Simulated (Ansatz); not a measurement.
`[CH3][SbH][SiH3]` + HCl → `[SiH3][SbH][Cl]` + CH₄ at 600 K and 1 bar (ligand exchange at the Sb–C bond).

Gas-phase electronic energies from Ansatz, PBE0-D4/def2-TZVP geometries. CBS: MP2 limit from def2 TZ/QZ plus the TZ coupled-cluster correction, frozen cores. This one scheme is used for every species. def2 core potentials past Kr. For Sb outer-core shells are correlated without core-valence functions, which leaves a few kJ/mol of doubt a bond.

```tsv
species	CCSD(T)/CBS energy (Eh)	H − E (kJ/mol)	S (J/(mol·K))
`[CH3][SbH][SiH3]`	-571.34920	237.0	435.8
HCl	-460.38127	35.4	207.2
`[SiH3][SbH][Cl]`	-991.30233	135.8	414.9
CH₄	-40.46206	140.4	215.7
```

H − E and S are ideal-gas, rigid-rotor, harmonic terms from PBE0-D4/def2-TZVP, for one conformer and one mirror image of each species. 1 Eh = 2625.50 kJ/mol, R = 8.31446 J/(mol·K).

Problem. By hand: ΔE, ΔH, ΔS and ΔG.

Solution. ΔE = (-991.30233) + (-40.46206) − (-571.34920) − (-460.38127) = -0.03392 Eh = -89.1 kJ/mol. Δ(H − E) = 135.8 + 140.4 − 237.0 − 35.4 = 3.8, so ΔH = -85.3 kJ/mol. ΔS = 414.9 + 215.7 − 435.8 − 207.2 = -12.4 J/(mol·K). ΔG = -85.3 − 600 × (-12.4)/1000 = -77.9 kJ/mol.

Problem. By hand: the equilibrium constant, and the temperature at which ΔG would vanish if ΔH and ΔS stayed fixed.

Solution. log₁₀ K = −ΔG/(RT ln 10) = 6.8. ΔG = 0 at ΔH/ΔS = 6879 K, far beyond where these terms or the molecules hold.

The number of gas molecules stays the same, so ΔS is small and ΔH decides. A doubt of 5 kJ/mol in ΔE shifts log₁₀ K by 0.4 here. Other conformers and mirror images would add mixing entropy, several J/(mol·K) or more a flexible species. These are equilibria of isolated gas molecules and say nothing of rates. Largest T1 diagnostic: 0.013 (customary marks: 0.02 for closed shells, 0.045 for open ones).
